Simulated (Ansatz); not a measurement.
Computed with Ansatz on PBE0-D4/def2-TZVP structures; ΔE is electronic, products minus reactants. CBS: MP2 limit from def2 TZ/QZ plus the TZ coupled-cluster correction, frozen cores. This one scheme is used for every species. Functionals use def2-TZVPP. B3LYP here is the variant with VWN-RPA as its local correlation; programs differ in this. Each species was taken in one conformer, which may not be the lowest.

Reaction (hydrogenolysis of the Si–C bond): `C[SiH2]C(C)=S` + H₂ → `CC([SiH3])=S` + CH₄

```tsv
level	ΔE (kJ/mol)	difference from CCSD(T)/CBS
PBE-D4	-16.9	1.5
B3LYP-D4	-21.7	-3.3
revPBE	-27.3	-8.9
B3LYP	-31.8	-13.4
CAM-B3LYP	-29.5	-11.1
RPA@PBE/def2-TZVPP	-23.8	-5.4
HF/def2-TZVPP	-42.1	-23.7
SCS-MP2/def2-TZVPP	-22.6	-4.2
CCSD/def2-TZVPP	-25.1	-6.7
CCSD(T)/def2-TZVPP	-21.2	-2.8
CCSD(T)/CBS	-18.4	0
```

Largest T1 diagnostic among the species: 0.016.

The D4 term adds +10.1 kJ/mol with B3LYP and +5.6 kJ/mol with PBE0; it sums over pairs of atoms, weighted by their polarisabilities, and B3LYP, whose exchange is more repulsive, gets the larger term. In def2-TZVPP, CCSD(T) changes the Hartree–Fock value by +21.0 kJ/mol (the triples alone add +3.9 kJ/mol) and MP2 by +26.2 kJ/mol. At CCSD(T), def2-SVP lies −15.8 kJ/mol from the extrapolated value and def2-TZVPP −2.8 kJ/mol.
